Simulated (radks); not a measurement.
Pt5+, 73 electrons, occupied as [Xe] 4f14 5d5 (the NIST ground configuration). Calculated with a radial shooting solver on a logarithmic mesh with Libxc functionals: Dirac Kohn-Sham, LDA (Slater exchange, Perdew-Wang correlation), spin-unpolarised, spherical densities, finite nucleus; open shells fill j = l - 1/2 first; Fermi nuclear charge, rms radius 5.427 fm.

Spin-orbit splittings of the eigenvalues, e(l+1/2) - e(l-1/2), with zeta = 2 splitting/(2l+1) and mean radii in bohr:

| shell | occ. | splitting (eV) | zeta (eV) | <r> j=l-1/2 | <r> j=l+1/2 |
|---|---|---|---|---|---|
| 2p | 6 | 1727 | 1151 | 0.05908 | 0.06751 |
| 3p | 6 | 379.6 | 253.0 | 0.1769 | 0.1924 |
| 3d | 10 | 81.89 | 32.76 | 0.1676 | 0.1724 |
| 4p | 6 | 90.67 | 60.44 | 0.4180 | 0.4521 |
| 4d | 10 | 16.87 | 6.748 | 0.4618 | 0.4731 |
| 4f | 14 | 3.471 | 0.9916 | 0.5108 | 0.5180 |
| 5p | 6 | 15.86 | 10.57 | 1.014 | 1.101 |
| 5d | 5 | 1.936 | 0.7743 | 1.366 | 1.400 |
